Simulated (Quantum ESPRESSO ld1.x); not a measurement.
The numbers below are computed, except where a source is named.
Fractional charge and spin in the 3p shell of potassium: the spin-up occupation runs from 2 to 3 and the spin-down occupation from 2 to 3; the fullest corner is K, [Ne] 3s2 4s(up 0.5, down 0.5) 3p(up 3, down 3). Code: ld1.x of Quantum ESPRESSO 7.5. Model: scalar-relativistic Kohn-Sham, LDA (Slater exchange, VWN5 correlation), spin-polarised, spherical densities, point nucleus. Energy (eV) minus the two flat planes that join the four corners (they meet along the diagonal where the two added fractions sum to one electron); zero is where a piecewise linear energy would lie.

down \ up,2,2.25,2.5,2.75,3
2,0.000,-1.307,-1.730,-1.288,0.000
2.25,-1.307,-1.658,-1.148,0.203,-1.146
2.5,-1.730,-1.148,0.271,-1.014,-1.508
2.75,-1.288,0.203,-1.014,-1.445,-1.116
3,0.000,-1.146,-1.508,-1.116,0.000

Corners above the fullest one (they belong to K+ and the next ion): (up 3, down 2) 24.702 eV, (up 2, down 3) 24.702 eV, (up 2, down 2) 63.480 eV. With half an added electron in each spin the energy lies 0.271 eV from the planes, and with half an added electron in spin up alone -1.730 eV. The planes are only a guide here: the flat-plane condition holds for ground states with one frontier orbital, while this shell lies below other occupied shells, so the corners above the fullest one are inner-hole states and not the ground states of those ions.
